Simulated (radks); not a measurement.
Question: Successive ionisation energies (eV) of one element, from differences of total energies of ions in their ground configurations, starting at charge 14: 533.72, 585.94, 639.81, 695.29, 752.35, 815.03. Calculated with a radial shooting solver on a logarithmic mesh with Libxc functionals: Dirac Kohn-Sham, PBE, spin-unpolarised, spherical densities, point nucleus; open shells fill j = l - 1/2 first. Which element is it?

Answer: Niobium (Z = 41). The first species listed is Nb14+ in [Ar] 3d9, the last Nb19+ in [Ar] 3d4.
